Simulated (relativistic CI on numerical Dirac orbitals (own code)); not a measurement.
**One change at a time: Re67+**

Base calculation: Dirac-Coulomb-Breit CI, orbitals from a KLI potential per configuration, QED by a radiative potential, unscaled Slater integrals.

CI space (outside the closed core 1s2): 2s²2p⁴, 2s2p⁵, 2p⁶, 2p⁵3s, 2s²2p³3s, 2p⁵3p, 2p⁵3d, 2s²2p³3p, 2s²2p³3d, 2s2p⁴3s, 2s2p⁴3p, 2s2p⁴3d, 2s²2p³4s, 2s²2p³4p, 2s²2p³4d, 2s²2p³4f, 2s²2p²3s², 2s2p⁴4s, 2s²2p²3s3p, 2s2p⁴4p, 2s²2p³5s, 2s²2p²3s3d, 2s²2p³5p, 2s2p⁴4d, 2s²2p²3p², 2s2p⁴4f, 2s²2p³5d, 2s²2p³5f, 2s²2p³5g, 2s²2p²3p3d, 2s2p³3s², 2s²2p²3d², 2s2p³3s3p, 2s2p³3s3d, 2s2p³3p², 2s2p⁴5s. Levels of other configurations are missing.

The lowest level and the first level of each name with at least 55 % of one term (blank where a level has no safe partner in the second run):

```tsv
Level	Base (eV)	Shift (eV)
2s²2p⁴ ³P2	0.0	0.0
2s²2p⁴ ¹S0	62.4	-9.1
2s²2p⁴ ³P1	1489.8	+12.9
2s²2p⁴ ¹D2	1508.7	+21.2
2s2p⁵ ³P°2	1907.2	+0.3
2s2p⁵ ¹P°1	1993.7	-2.7
2s²2p⁴ ³P0	3025.0	+28.3
2s2p⁵ ³P°0	3409.5	+12.8
2s2p⁵ ³P°1	3448.4	+17.7
2p⁶ ¹S0	3940.8	-4.6
2s²2p³3p ³P0	9489.7	+9.2
2s²2p³3d ³P°0	9571.0	+9.0
2s²2p³3s ³S°1	10366.1	+30.7
2s²2p³3s ³D°3	10378.3	+41.9
```

At this charge energies of transitions that change n are usually good to better than 1 %, and those within a shell (Δn = 0) to a few per cent.

(1) One thing was changed in a second run, which moved the levels as shown. Which?
A. Breit term removed
B. non-relativistic limit
C. configuration mixing switched off
D. QED terms removed

Results:

(1) A. Breit term removed. The Breit term mainly narrows fine-structure intervals, so removing it widens them.

LS names give the leading component of a level, which can be under half, so a name can repeat, a term be missing and a line seem to break the LS rules.
